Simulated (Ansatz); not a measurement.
Geometry optimisation, RKS PBE-D4/6-31G* (Ansatz 0.2.0).

input.yaml

```yaml
crystal:
  periodic: [false, false, false]
  atoms:
    - { symbol: Si, position_ang: [0.0, 0.0, 0.0] }
    - { symbol: F, position_ang: [0.0, 0.0, 1.94] }
    - { symbol: H, position_ang: [1.3768, 0.0, -0.4862] }
    - { symbol: F, position_ang: [-0.7489, 1.2974, -0.5295] }
    - { symbol: H, position_ang: [-0.6877, -1.1914, -0.4862] }
    - { symbol: "N", position_ang: [-2.0118, 0.0064, 0.6685] }
    - { symbol: H, position_ang: [-2.7337, -0.5991, 0.1827] }
    - { symbol: H, position_ang: [-2.2959, 0.6151, 1.4885] }
    - { symbol: H, position_ang: [-1.1911, 0.0038, 1.7191] }
basis:
  gaussian: { orbitals: "6-31G*" }
hamiltonian:
  xc: pbe
  dispersion: d4
relax:
  f_tol: 0.15
  max_steps: 25
  restrain:
    - { distance: [0, 5], at: 3.02, k: 30.0 }
    - { distance: [8, 1], at: 2.12, k: 30.0 }
    - { distance: [0, 1], at: 1.59, k: 30.0 }
    - { distance: [8, 5], at: 1.06, k: 30.0 }
```

Run as:

```bash
$ ansatz run input.yaml --threads 1 --pin off --max-ram 2048MiB --backend cpu --events-out ev --progress --plain --runs-dir out
```

Where does it end, and by what steps?

The forces met the threshold. The restraints hold the end off the free minimum; the threshold counts their pulls, which the force column leaves out. Restrained pairs: Si1–N6 (2.12 → 3.03 Å), F2–H9 (1.21 → 2.12 Å), Si1–F2 (1.94 → 1.61 Å), N6–H9 (1.33 → 1.04 Å). After 9 steps the energy has fallen by 4.230 eV (the restraints' own energy left out); N6 moved furthest, 0.81 Å.

```
step  energy less start (eV)  largest force component (eV/Å)  accepted
   0                  0.0000                           3.528       yes
   1                 -1.0182                           4.489       yes
   2                 -1.8090                           5.907       yes
   3                 -3.0150                           4.120       yes
   4                 -3.9254                           1.287       yes
   5                 -4.1262                           1.065       yes
   6                 -4.1917                           0.728       yes
   7                 -4.2138                           0.699       yes
   8                 -4.2218                           0.666       yes
   9                 -4.2304                           0.654       yes
```

```xyz
9
Properties=species:S:1:pos:R:3
Si 0.186 0.027 -0.024
F 0.357 -0.176 1.561
H 1.572 0.113 -0.578
F -0.515 1.451 -0.349
H -0.569 -1.105 -0.633
N -2.555 -0.026 1.273
H -2.660 -0.760 0.569
H -2.368 0.861 0.801
H -1.740 -0.254 1.875
```

The run took 14 s on 1 thread of Intel(R) Xeon(R) 6975P-C (Granite Rapids), with other jobs on the host, peak memory 0.14 GiB.
